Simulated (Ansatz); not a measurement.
**Molecular dynamics of BrClH3InO2**

Input:

```yaml
crystal:
  periodic: [false, false, false]
  atoms:
    - { symbol: In, position_ang: [0.103359, 0.10516, -0.015424] }
    - { symbol: Cl, position_ang: [-0.013718, -0.075592, 2.53103] }
    - { symbol: O, position_ang: [1.923001, -0.266087, -0.643632] }
    - { symbol: H, position_ang: [2.034821, -0.712007, -1.468951] }
    - { symbol: O, position_ang: [-1.565058, -0.449113, -0.889092] }
    - { symbol: H, position_ang: [-2.400768, -0.255785, -0.494572] }
    - { symbol: Br, position_ang: [-0.044839, 2.684662, 0.936038] }
    - { symbol: H, position_ang: [-0.042398, 1.489362, 2.114101] }
basis:
  gaussian: { orbitals: def2-SVP }
hamiltonian:
  xc: hf
md:
  timestep: 0.5
  n_steps: 200
  ensemble: nve
  temperature: 100.0
  initial_velocities: maxwell_boltzmann
  seed: 6995
```

Command:

```bash
$ ansatz run input.yaml --threads 2 --pin off --max-ram 3072MiB --backend cpu --events-out ev --progress --plain --runs-dir out
```

It starts at the highest image of a converged band. Of that band: Beside the main top the profile has a ripple of under 15 meV (maxima at images 1, 3, 5), which may be a very shallow well or noise. A structure lower than the last end lies on the path between it and the top, so the climb from that side starts below the end, which may itself be a saddle point or a shallow side well. A vibrational analysis at the climbing image gives one clearly imaginary mode, 1205i cm⁻¹: a first-order saddle point.

Output, in part (one step line in 3, the closing report, with atoms numbered from 0):

```
md step     0: t =     0.00 fs  T =   100.0 K  F+E_penalty+E_count = -91758.72126318 eV  E_kin = 0.077556 eV  conserved = -91758.64370718 eV  (38 SCF iters)
md step     3: t =     1.50 fs  T =    81.6 K  F+E_penalty+E_count = -91758.70644548 eV  E_kin = 0.063310 eV  conserved = -91758.64313515 eV  (40 SCF iters)
md step     6: t =     3.00 fs  T =    89.1 K  F+E_penalty+E_count = -91758.71261590 eV  E_kin = 0.069117 eV  conserved = -91758.64349904 eV  (40 SCF iters)
md step     9: t =     4.50 fs  T =    86.3 K  F+E_penalty+E_count = -91758.71045845 eV  E_kin = 0.066954 eV  conserved = -91758.64350408 eV  (41 SCF iters)
md step    12: t =     6.00 fs  T =    67.8 K  F+E_penalty+E_count = -91758.69566945 eV  E_kin = 0.052567 eV  conserved = -91758.64310274 eV  (41 SCF iters)
md step    15: t =     7.50 fs  T =    81.6 K  F+E_penalty+E_count = -91758.70693498 eV  E_kin = 0.063321 eV  conserved = -91758.64361408 eV  (42 SCF iters)
md step    18: t =     9.00 fs  T =    69.3 K  F+E_penalty+E_count = -91758.69703185 eV  E_kin = 0.053738 eV  conserved = -91758.64329355 eV  (64 SCF iters)
md step    21: t =    10.50 fs  T =    70.2 K  F+E_penalty+E_count = -91758.69766771 eV  E_kin = 0.054429 eV  conserved = -91758.64323881 eV  (41 SCF iters)
md step    24: t =    12.00 fs  T =    91.3 K  F+E_penalty+E_count = -91758.71439038 eV  E_kin = 0.070811 eV  conserved = -91758.64357931 eV  (41 SCF iters)
md step    27: t =    13.50 fs  T =    94.6 K  F+E_penalty+E_count = -91758.71635476 eV  E_kin = 0.073340 eV  conserved = -91758.64301481 eV  (42 SCF iters)
md step    30: t =    15.00 fs  T =   147.3 K  F+E_penalty+E_count = -91758.75761383 eV  E_kin = 0.114253 eV  conserved = -91758.64336051 eV  (41 SCF iters)
md step    33: t =    16.50 fs  T =   208.8 K  F+E_penalty+E_count = -91758.80551216 eV  E_kin = 0.161919 eV  conserved = -91758.64359344 eV  (39 SCF iters)
md step    36: t =    18.00 fs  T =   250.6 K  F+E_penalty+E_count = -91758.83802701 eV  E_kin = 0.194325 eV  conserved = -91758.64370211 eV  (38 SCF iters)
md step    39: t =    19.50 fs  T =   250.5 K  F+E_penalty+E_count = -91758.83860507 eV  E_kin = 0.194274 eV  conserved = -91758.64433139 eV  (40 SCF iters)
md step    42: t =    21.00 fs  T =   184.5 K  F+E_penalty+E_count = -91758.78567197 eV  E_kin = 0.143090 eV  conserved = -91758.64258156 eV  (41 SCF iters)
md step    45: t =    22.50 fs  T =   275.4 K  F+E_penalty+E_count = -91758.85714002 eV  E_kin = 0.213596 eV  conserved = -91758.64354367 eV  (40 SCF iters)
md step    48: t =    24.00 fs  T =   394.7 K  F+E_penalty+E_count = -91758.95105793 eV  E_kin = 0.306150 eV  conserved = -91758.64490745 eV  (39 SCF iters)
md step    51: t =    25.50 fs  T =   343.4 K  F+E_penalty+E_count = -91758.90991422 eV  E_kin = 0.266313 eV  conserved = -91758.64360120 eV  (39 SCF iters)
md step    54: t =    27.00 fs  T =   272.9 K  F+E_penalty+E_count = -91758.85510038 eV  E_kin = 0.211688 eV  conserved = -91758.64341254 eV  (39 SCF iters)
md step    57: t =    28.50 fs  T =   256.2 K  F+E_penalty+E_count = -91758.84157806 eV  E_kin = 0.198689 eV  conserved = -91758.64288858 eV  (39 SCF iters)
md step    60: t =    30.00 fs  T =   359.0 K  F+E_penalty+E_count = -91758.92177302 eV  E_kin = 0.278392 eV  conserved = -91758.64338110 eV  (39 SCF iters)
md step    63: t =    31.50 fs  T =   480.8 K  F+E_penalty+E_count = -91759.01844896 eV  E_kin = 0.372905 eV  conserved = -91758.64554445 eV  (39 SCF iters)
md step    66: t =    33.00 fs  T =   365.0 K  F+E_penalty+E_count = -91758.92668560 eV  E_kin = 0.283089 eV  conserved = -91758.64359678 eV  (39 SCF iters)
md step    69: t =    34.50 fs  T =   328.5 K  F+E_penalty+E_count = -91758.89714344 eV  E_kin = 0.254756 eV  conserved = -91758.64238724 eV  (39 SCF iters)
md step    72: t =    36.00 fs  T =   513.9 K  F+E_penalty+E_count = -91759.04410944 eV  E_kin = 0.398559 eV  conserved = -91758.64555012 eV  (39 SCF iters)
md step    75: t =    37.50 fs  T =   502.2 K  F+E_penalty+E_count = -91759.03357667 eV  E_kin = 0.389483 eV  conserved = -91758.64409354 eV  (38 SCF iters)
md step    78: t =    39.00 fs  T =   419.0 K  F+E_penalty+E_count = -91758.96805253 eV  E_kin = 0.324951 eV  conserved = -91758.64310189 eV  (38 SCF iters)
md step    81: t =    40.50 fs  T =   446.4 K  F+E_penalty+E_count = -91758.98902935 eV  E_kin = 0.346240 eV  conserved = -91758.64278894 eV  (39 SCF iters)
md step    84: t =    42.00 fs  T =   620.4 K  F+E_penalty+E_count = -91759.12549736 eV  E_kin = 0.481158 eV  conserved = -91758.64433925 eV  (39 SCF iters)
md step    87: t =    43.50 fs  T =   691.1 K  F+E_penalty+E_count = -91759.18180663 eV  E_kin = 0.535994 eV  conserved = -91758.64581275 eV  (39 SCF iters)
md step    90: t =    45.00 fs  T =   546.0 K  F+E_penalty+E_count = -91759.06527924 eV  E_kin = 0.423427 eV  conserved = -91758.64185257 eV  (41 SCF iters)
md step    93: t =    46.50 fs  T =   687.4 K  F+E_penalty+E_count = -91759.17741118 eV  E_kin = 0.533133 eV  conserved = -91758.64427801 eV  (40 SCF iters)
md step    96: t =    48.00 fs  T =   833.4 K  F+E_penalty+E_count = -91759.29195640 eV  E_kin = 0.646366 eV  conserved = -91758.64558994 eV  (39 SCF iters)
md step    99: t =    49.50 fs  T =   734.7 K  F+E_penalty+E_count = -91759.21302353 eV  E_kin = 0.569842 eV  conserved = -91758.64318142 eV  (39 SCF iters)
md step   102: t =    51.00 fs  T =   699.2 K  F+E_penalty+E_count = -91759.18525538 eV  E_kin = 0.542274 eV  conserved = -91758.64298111 eV  (40 SCF iters)
md step   105: t =    52.50 fs  T =   804.8 K  F+E_penalty+E_count = -91759.26761308 eV  E_kin = 0.624184 eV  conserved = -91758.64342859 eV  (41 SCF iters)
md step   108: t =    54.00 fs  T =   944.1 K  F+E_penalty+E_count = -91759.37767899 eV  E_kin = 0.732201 eV  conserved = -91758.64547839 eV  (41 SCF iters)
md step   111: t =    55.50 fs  T =   855.1 K  F+E_penalty+E_count = -91759.30730985 eV  E_kin = 0.663188 eV  conserved = -91758.64412139 eV  (40 SCF iters)
md step   114: t =    57.00 fs  T =   794.4 K  F+E_penalty+E_count = -91759.25816196 eV  E_kin = 0.616098 eV  conserved = -91758.64206401 eV  (63 SCF iters)
md step   117: t =    58.50 fs  T =   988.9 K  F+E_penalty+E_count = -91759.41282614 eV  E_kin = 0.766935 eV  conserved = -91758.64589109 eV  (40 SCF iters)
md step   120: t =    60.00 fs  T =   948.1 K  F+E_penalty+E_count = -91759.37963161 eV  E_kin = 0.735335 eV  conserved = -91758.64429667 eV  (41 SCF iters)
md step   123: t =    61.50 fs  T =   815.0 K  F+E_penalty+E_count = -91759.27459492 eV  E_kin = 0.632064 eV  conserved = -91758.64253069 eV  (42 SCF iters)
md step   126: t =    63.00 fs  T =   868.0 K  F+E_penalty+E_count = -91759.31642020 eV  E_kin = 0.673169 eV  conserved = -91758.64325167 eV  (41 SCF iters)
md step   129: t =    64.50 fs  T =  1008.6 K  F+E_penalty+E_count = -91759.42691391 eV  E_kin = 0.782215 eV  conserved = -91758.64469842 eV  (40 SCF iters)
md step   132: t =    66.00 fs  T =   997.6 K  F+E_penalty+E_count = -91759.41901518 eV  E_kin = 0.773692 eV  conserved = -91758.64532330 eV  (40 SCF iters)
md step   135: t =    67.50 fs  T =   851.8 K  F+E_penalty+E_count = -91759.30259119 eV  E_kin = 0.660627 eV  conserved = -91758.64196378 eV  (40 SCF iters)
md step   138: t =    69.00 fs  T =   977.4 K  F+E_penalty+E_count = -91759.40271157 eV  E_kin = 0.758000 eV  conserved = -91758.64471127 eV  (40 SCF iters)
md step   141: t =    70.50 fs  T =  1052.9 K  F+E_penalty+E_count = -91759.46193043 eV  E_kin = 0.816604 eV  conserved = -91758.64532630 eV  (40 SCF iters)
md step   144: t =    72.00 fs  T =   907.7 K  F+E_penalty+E_count = -91759.34712960 eV  E_kin = 0.703961 eV  conserved = -91758.64316824 eV  (39 SCF iters)
md step   147: t =    73.50 fs  T =   856.3 K  F+E_penalty+E_count = -91759.30652854 eV  E_kin = 0.664075 eV  conserved = -91758.64245307 eV  (39 SCF iters)
md step   150: t =    75.00 fs  T =  1000.8 K  F+E_penalty+E_count = -91759.42070093 eV  E_kin = 0.776159 eV  conserved = -91758.64454147 eV  (39 SCF iters)
md step   153: t =    76.50 fs  T =  1030.8 K  F+E_penalty+E_count = -91759.44510961 eV  E_kin = 0.799475 eV  conserved = -91758.64563472 eV  (39 SCF iters)
md step   156: t =    78.00 fs  T =   857.4 K  F+E_penalty+E_count = -91759.30722840 eV  E_kin = 0.664947 eV  conserved = -91758.64228138 eV  (38 SCF iters)
md step   159: t =    79.50 fs  T =   921.5 K  F+E_penalty+E_count = -91759.35888386 eV  E_kin = 0.714681 eV  conserved = -91758.64420263 eV  (39 SCF iters)
md step   162: t =    81.00 fs  T =  1011.1 K  F+E_penalty+E_count = -91759.42951483 eV  E_kin = 0.784145 eV  conserved = -91758.64536983 eV  (39 SCF iters)
md step   165: t =    82.50 fs  T =   883.2 K  F+E_penalty+E_count = -91759.32870748 eV  E_kin = 0.684972 eV  conserved = -91758.64373512 eV  (39 SCF iters)
md step   168: t =    84.00 fs  T =   771.6 K  F+E_penalty+E_count = -91759.24085086 eV  E_kin = 0.598384 eV  conserved = -91758.64246673 eV  (39 SCF iters)
md step   171: t =    85.50 fs  T =   869.2 K  F+E_penalty+E_count = -91759.31776028 eV  E_kin = 0.674145 eV  conserved = -91758.64361480 eV  (39 SCF iters)
md step   174: t =    87.00 fs  T =   977.2 K  F+E_penalty+E_count = -91759.40407687 eV  E_kin = 0.757868 eV  conserved = -91758.64620883 eV  (39 SCF iters)
md step   177: t =    88.50 fs  T =   796.0 K  F+E_penalty+E_count = -91759.26010655 eV  E_kin = 0.617330 eV  conserved = -91758.64277662 eV  (39 SCF iters)
md step   180: t =    90.00 fs  T =   799.0 K  F+E_penalty+E_count = -91759.26290015 eV  E_kin = 0.619702 eV  conserved = -91758.64319818 eV  (38 SCF iters)
md step   183: t =    91.50 fs  T =   944.2 K  F+E_penalty+E_count = -91759.37827751 eV  E_kin = 0.732299 eV  conserved = -91758.64597867 eV  (39 SCF iters)
md step   186: t =    93.00 fs  T =   823.1 K  F+E_penalty+E_count = -91759.28186847 eV  E_kin = 0.638335 eV  conserved = -91758.64353381 eV  (39 SCF iters)
md step   189: t =    94.50 fs  T =   723.0 K  F+E_penalty+E_count = -91759.20352998 eV  E_kin = 0.560714 eV  conserved = -91758.64281565 eV  (39 SCF iters)
md step   192: t =    96.00 fs  T =   795.9 K  F+E_penalty+E_count = -91759.26059773 eV  E_kin = 0.617277 eV  conserved = -91758.64332046 eV  (39 SCF iters)
md step   195: t =    97.50 fs  T =   929.8 K  F+E_penalty+E_count = -91759.36689441 eV  E_kin = 0.721154 eV  conserved = -91758.64574026 eV  (38 SCF iters)
md step   198: t =    99.00 fs  T =   813.8 K  F+E_penalty+E_count = -91759.27522231 eV  E_kin = 0.631172 eV  conserved = -91758.64404984 eV  (39 SCF iters)
md step   200: t =   100.00 fs  T =   717.4 K  F+E_penalty+E_count = -91759.19780547 eV  E_kin = 0.556357 eV  conserved = -91758.64144839 eV  (39 SCF iters)
Total energy: -91759.19780547 eV, -3372.0883227329 hartree
Atom 0 at     0.114788     0.402787    -0.133745 Å, force     0.004037    -1.746429    -0.329015 eV/Å
Atom 1 at     0.123110    -0.606106     3.161387 Å, force    -0.166334    -3.537602    -2.057607 eV/Å
Atom 2 at     1.756663    -0.663081    -0.302791 Å, force     0.104546    -0.050486    -0.173946 eV/Å
Atom 3 at     1.677394    -1.463803    -0.804453 Å, force     0.039731     0.129166     0.130701 eV/Å
Atom 4 at    -1.526544    -0.492035    -0.763359 Å, force    -0.899572     0.534852    -0.812647 eV/Å
Atom 5 at    -2.208255     0.011796    -1.224562 Å, force     0.795912    -0.614349     0.682932 eV/Å
Atom 6 at    -0.096911     2.600028     0.713138 Å, force    -0.014257     1.748551     0.595403 eV/Å
Atom 7 at     0.165250     0.420596     3.752094 Å, force     0.135936     3.536296     1.964179 eV/Å
Dipole moment:    -0.148767     0.205084     0.021899 e Å
```

The run went to its last step. The conserved energy stayed within 0.32 meV per atom of its start (net change 0.28 meV per atom), so the integration is sound. The kinetic energy rose, since the run started high on the potential surface and went downhill. It ends in pieces (BrH2InO2 + ClH), so much of that is their flight and rotation, not heat. A run of 0.1 ps of so small a system gives no equilibrium averages. The orbitals stay closed-shell, which can raise the energy where a bond breaks towards radicals; this wasn't checked here.

Between its relaxed ends the band would form Cl2–H8 and break Br7–H8. These pairs go: Cl2–H8 1.62 → 1.19 Å, Br7–H8 1.68 → 3.75 Å. In the last frame they stand as after the step (other bonds may differ from the relaxed reactants and products). Also parted: In1–Cl2 2.56 → 3.45 Å. It ends as BrH2InO2 + ClH. Pairs count as bonded within 1.25 times the sum of covalent radii (0.12 Å more for H–H).

Last frame:

```xyz
8
Properties=species:S:1:pos:R:3
In 0.115 0.403 -0.134
Cl 0.123 -0.606 3.161
O 1.757 -0.663 -0.303
H 1.677 -1.464 -0.804
O -1.526 -0.492 -0.763
H -2.208 0.012 -1.225
Br -0.097 2.600 0.713
H 0.165 0.421 3.752
```

Run time: 10 min on 2 threads of Arm Neoverse V1 (shared host), peak memory 0.32 GiB.
